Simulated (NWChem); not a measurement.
System: SiH$_{4}$O$_{3}$; SMILES O[SiH](O)O

Input file for NWChem:

```
start job
memory heap 200 mb stack 900 mb global 1100 mb
geometry units angstroms noautosym nocenter noautoz
  Si    -0.035295    -0.019325     0.511875
  O     -1.575170     0.283238    -0.055407
  O      0.345512    -1.610404     0.197788
  O      0.921933     1.104955    -0.283947
  H      0.116121     0.098530     1.992469
  H     -1.682378     1.180995    -0.415572
  H      0.093653    -1.909398    -0.694420
  H      1.834693     1.180372     0.043415
end
basis spherical
  * library sto-3g
end
dft
  xc pbe0
  iterations 150
end
cosmo
  do_cosmo_smd true
  solvent water
end
task dft energy
```

NWChem printed, in part:

```
             Northwest Computational Chemistry Package (NWChem) 7.3.0
             --------------------------------------------------------

                             Geometry "geometry" -> ""
                             -------------------------

 Output coordinates in angstroms (scale by  1.889725989 to convert to a.u.)

  No.       Tag          Charge          X              Y              Z
 ---- ---------------- ---------- -------------- -------------- --------------
    1 Si                  14.0000    -0.03529500    -0.01932500     0.51187500
    2 O                    8.0000    -1.57517000     0.28323800    -0.05540700
    3 O                    8.0000     0.34551200    -1.61040400     0.19778800
    4 O                    8.0000     0.92193300     1.10495500    -0.28394700
    5 H                    1.0000     0.11612100     0.09853000     1.99246900
    6 H                    1.0000    -1.68237800     1.18099500    -0.41557200
    7 H                    1.0000     0.09365300    -1.90939800    -0.69442000
    8 H                    1.0000     1.83469300     1.18037200     0.04341500

 Effective nuclear repulsion energy (a.u.)     185.7369278536

                                 NWChem DFT Module
                                 -----------------

 Summary of "ao basis" -> "ao basis" (spherical)
 ------------------------------------------------------------------------------
       Tag                 Description            Shells   Functions and Types
 ---------------- ------------------------------  ------  ---------------------
 Si                          sto-3g                  5        9   3s2p
 O                           sto-3g                  3        5   2s1p
 H                           sto-3g                  1        1   1s

 in cosmo_initialize ...
 calling solv_data for solv:h2o

 solvent parameters
 solvname_short: h2o
 solvname_long:  water
 dielec:       78.4000
 dielecinf:     1.7769
 aqueous SMD model solvent descriptors
 dielec:       78.4000
 sola:          0.8200

          ---------------
          -cosmo- solvent
          ---------------
 Cosmo: York-Karplus, doi: 10.1021/jp992097l
 dielectric constant -eps-     =  78.40
 screen = (eps-1)/(eps    )    =   0.98724
 surface charge correction     = lagrangian

   van der Waals surface
 --------------------------

 ---------- ATOMIC COORDINATES (A.U.) ------------ VDWR(ANG.) --
     1   -0.06669788   -0.03651895    0.96730349     2.470
     2   -2.97663969    0.53524221   -0.10470405     1.520
     3    0.65292301   -3.04322229    0.37376512     1.520
     4    1.74220075    2.08806218   -0.53658203     1.520
     5    0.21943687    0.18619470    3.76522045     1.200
     6   -3.17923343    2.23175694   -0.78531721     1.200
     7    0.17697851   -3.60823902   -1.31226352     1.200
     8    3.46706704    2.23057964    0.08204245     1.200
 number of segments per atom =        128
 number of   points per atom =        128
 atom (   nspa,  nppa )
 ----------------------
    1 (     85,     0 )       0
    2 (     46,     0 )       0
    3 (     44,     0 )       0
    4 (     44,     0 )       0
    5 (     31,     0 )       0
    6 (     60,     0 )       0
    7 (     59,     0 )       0
    8 (     60,     0 )       0
 number of -cosmo- surface points =      429
 molecular surface =     96.134 angstrom**2
 molecular volume  =     79.461 angstrom**3
 -lineq- algorithm             =   0
 -bem- low  level              =   3
 -bem- from -octahedral-
 gaussian surface charge width =   4.50000
 degree of switching           =   1.00000
 switching function tolerance  =   0.00010
 atomic radii =
 --------------
    1 14.000  2.470
    2  8.000  1.520
    3  8.000  1.520
    4  8.000  1.520
    5  1.000  1.200
    6  1.000  1.200
    7  1.000  1.200
    8  1.000  1.200
 ...... end of -cosmo- initialization ......

 nat:                     8
 ixmem:                  3618
 calling mnsol_interface()
 G(SMD-CDS) energy (kcal/mol)  =     2.455
 SMD-CDS SASA (angstrom**2)    =   122.890

            General Information
            -------------------
          SCF calculation type: DFT
          Wavefunction type:  closed shell.
          No. of atoms     :     8
          No. of electrons :    42
           Alpha electrons :    21
            Beta electrons :    21
          Charge           :     0
          Spin multiplicity:     1
          Use of symmetry is: off; symmetry adaption is: off
          Maximum number of iterations: 150
          AO basis - number of functions:    28
                     number of shells:    18
          Convergence on energy requested:  1.00D-06
          Convergence on density requested:  1.00D-05
          Convergence on gradient requested:  5.00D-04

              XC Information
              --------------
                         PBE0 Method XC Functional
                     Hartree-Fock (Exact) Exchange  0.250
          PerdewBurkeErnzerhof Exchange Functional  0.750
            Perdew 1991 LDA Correlation Functional  1.000 local
           PerdewBurkeErnz. Correlation Functional  1.000 non-local

             Grid Information
             ----------------
          Grid used for XC integration:  medium
          Radial quadrature: Mura-Knowles
          Angular quadrature: Lebedev.
          Tag              B.-S. Rad. Rad. Pts. Rad. Cut. Ang. Pts.
          ---              ---------- --------- --------- ---------
          Si                  1.10       88           7.0       590
          O                   0.60       49           9.0       434
          H                   0.35       45          10.0       434
          Grid pruning is: on
          Number of quadrature shells:   415
          Spatial weights used:  Erf1

      Superposition of Atomic Density Guess
      -------------------------------------

 Sum of atomic energies:        -508.65066281

      Non-variational initial energy
      ------------------------------

 Total energy =    -508.659594
 1-e energy   =   -1081.367494
 2-e energy   =     386.970972
 HOMO         =      -0.228242
 LUMO         =       0.359496

   convergence    iter        energy       DeltaE   RMS-Dens  Diis-err
 ---------------- ----- ----------------- --------- --------- ---------
     COSMO gas phase
 d= 0,ls=0.0,diis     1   -510.5773058351 -6.96D+02  6.82D-02  9.11D-01
 d= 0,ls=0.0,diis     2   -510.6347835371 -5.75D-02  3.23D-02  6.64D-01
 d= 0,ls=0.0,diis     3   -510.7449261242 -1.10D-01  2.16D-03  1.21D-03
 d= 0,ls=0.0,diis     4   -510.7451538840 -2.28D-04  6.48D-04  1.67D-04
 d= 0,ls=0.0,diis     5   -510.7451810873 -2.72D-05  1.68D-04  1.51D-05
  Resetting Diis
 d= 0,ls=0.0,diis     6   -510.7451836897 -2.60D-06  1.97D-05  1.02D-07
 d= 0,ls=0.0,diis     7   -510.7451837103 -2.05D-08  9.53D-06  1.40D-08

   convergence    iter        energy       DeltaE   RMS-Dens  Diis-err
 ---------------- ----- ----------------- --------- --------- ---------
     COSMO solvation phase
 d= 0,ls=0.0,diis     1   -510.7544681567 -9.28D-03  3.88D-03  3.12D-03
 d= 0,ls=0.0,diis     2   -510.7550065231 -5.38D-04  1.35D-03  1.07D-03
 d= 0,ls=0.0,diis     3   -510.7551828675 -1.76D-04  2.52D-04  2.27D-05
 d= 0,ls=0.0,diis     4   -510.7551869389 -4.07D-06  5.65D-05  1.28D-06
 d= 0,ls=0.0,diis     5   -510.7551871477 -2.09D-07  1.59D-05  1.34D-07
 d= 0,ls=0.0,diis     6   -510.7551871707 -2.30D-08  2.95D-06  2.71D-09

         Total DFT energy =     -510.755187170673
      One electron energy =    -1080.668520120968
           Coulomb energy =      432.335144214027
    Exchange-Corr. energy =      -48.355319288626
 Nuclear repulsion energy =      185.736927853647

             COSMO energy =        0.196580171247

 Numeric. integr. density =       42.000001156811

                                COSMO-SMD solvation results
                                ---------------------------

             internal energy in gas <Psi(g)|H|Psi(g)> =      -510.745183710259
         internal energy in solvent <Psi(s)|H|Psi(s)> =      -510.744416698407
                               delta internal energy  =         0.000767011852 (    0.48 kcal/mol)
   total free energy in solvent <Psi(s)|H+V/2|Psi(s)> =      -510.759098719620
 polarization energy contribution <Psi(s)|V/2|Psi(s)> =        -0.014682021213 (   -9.21 kcal/mol)
    total free energy in solvent including G(SMD-CDS) =      -510.755187170673
                       G(SMD-CDS) energy contribution =         0.003911548947 (    2.45 kcal/mol)
     1 M fixed-concentration free energy of solvation =        -0.010003460413 (   -6.28 kcal/mol)

                       DFT Final Molecular Orbital Analysis
                       ------------------------------------

 Vector   19  Occ=2.000000D+00  E=-1.636734D-01
              MO Center= -8.8D-02, -3.9D-01, -1.2D-02, r^2= 2.8D+00
   Bfn.  Coefficient  Atom+Function         Bfn.  Coefficient  Atom+Function
  ----- ------------  ---------------      ----- ------------  ---------------
    17      0.573563  3 O  px                14      0.498985  2 O  pz
    24     -0.474526  4 O  pz                19     -0.269682  3 O  pz
    18      0.234201  3 O  py                13      0.219882  2 O  py
    22      0.110674  4 O  px                21      0.063938  4 O  s
    23     -0.046478  4 O  py                25      0.045968  5 H  s

 Vector   20  Occ=2.000000D+00  E=-1.588582D-01
              MO Center= -6.4D-01,  8.8D-02,  1.2D-01, r^2= 2.7D+00
   Bfn.  Coefficient  Atom+Function         Bfn.  Coefficient  Atom+Function
  ----- ------------  ---------------      ----- ------------  ---------------
    14      0.642771  2 O  pz                24      0.409858  4 O  pz
    17     -0.351367  3 O  px                12     -0.326309  2 O  px
    25     -0.312284  5 H  s                 18      0.222559  3 O  py
    13      0.205369  2 O  py                22     -0.114611  4 O  px
    23      0.051939  4 O  py                19     -0.030931  3 O  pz

 Vector   21  Occ=2.000000D+00  E=-1.551758D-01
              MO Center=  6.0D-01,  2.7D-01, -1.2D-01, r^2= 2.4D+00
   Bfn.  Coefficient  Atom+Function         Bfn.  Coefficient  Atom+Function
  ----- ------------  ---------------      ----- ------------  ---------------
    23      0.704503  4 O  py                18      0.348668  3 O  py
    17      0.338633  3 O  px                24      0.330700  4 O  pz
    19     -0.241998  3 O  pz                22     -0.212480  4 O  px
    14     -0.204304  2 O  pz                13     -0.119280  2 O  py
    21      0.030438  4 O  s                 11      0.026638  2 O  s

 Vector   22  Occ=0.000000D+00  E= 2.580780D-01
              MO Center= -5.4D-02, -1.8D-02,  3.5D-01, r^2= 2.7D+00
   Bfn.  Coefficient  Atom+Function         Bfn.  Coefficient  Atom+Function
  ----- ------------  ---------------      ----- ------------  ---------------
     6      1.012456  1 Si s                 25     -0.539759  5 H  s
    11     -0.455884  2 O  s                 21     -0.425411  4 O  s
    16     -0.422409  3 O  s                 12     -0.388560  2 O  px
    18     -0.364787  3 O  py                26      0.294955  6 H  s
    28      0.285825  8 H  s                 23      0.268102  4 O  py

 Vector   23  Occ=0.000000D+00  E= 3.160252D-01
              MO Center= -1.7D-01,  1.7D-01,  2.7D-01, r^2= 2.4D+00
   Bfn.  Coefficient  Atom+Function         Bfn.  Coefficient  Atom+Function
  ----- ------------  ---------------      ----- ------------  ---------------
     7      0.958657  1 Si px                11      0.575907  2 O  s
    26     -0.469974  6 H  s                 23      0.369571  4 O  py
    21     -0.341148  4 O  s                  3     -0.286253  1 Si px
    12      0.257882  2 O  px                24     -0.249508  4 O  pz
    13      0.242462  2 O  py                 9     -0.208500  1 Si pz

 Vector   24  Occ=0.000000D+00  E= 3.330367D-01
              MO Center=  2.3D-01, -1.7D-01,  1.6D-01, r^2= 2.9D+00
   Bfn.  Coefficient  Atom+Function         Bfn.  Coefficient  Atom+Function
  ----- ------------  ---------------      ----- ------------  ---------------
     8      0.878994  1 Si py                16      0.619907  3 O  s
    27     -0.540099  7 H  s                 21     -0.521863  4 O  s
    28      0.473135  8 H  s                 24     -0.323959  4 O  pz
     4     -0.261213  1 Si py                12     -0.247404  2 O  px
    19     -0.238856  3 O  pz                17     -0.231868  3 O  px

     Multipole analysis of the density
     ---------------------------------

     L   x y z        total         alpha         beta         nuclear
     -   - - -        -----         -----         ----         -------
     0   0 0 0     -0.000000    -21.000000    -21.000000     42.000000

     1   1 0 0      0.367116      2.634382      2.634382     -4.901649
     1   0 1 0      0.424699      1.627508      1.627508     -2.830316
     1   0 0 1     -0.198995     -6.675379     -6.675379     13.151763

     2   2 0 0    -19.551261    -70.198370    -70.198370    120.845479
     2   1 1 0     -0.056665     -0.296110     -0.296110      0.535554
     2   1 0 1      0.891977      0.726549      0.726549     -0.561120
     2   0 2 0    -20.306642    -77.298556    -77.298556    134.290471
     2   0 1 1      2.292281      8.715856      8.715856    -15.139431
     2   0 0 2    -19.870912    -26.500710    -26.500710     33.130508
```

Level: PBE0/STO-3G, SMD on the gas-phase geometry. Structure relaxed at the PBE-D3(BJ)/def2-SVP level. Solvent: water.
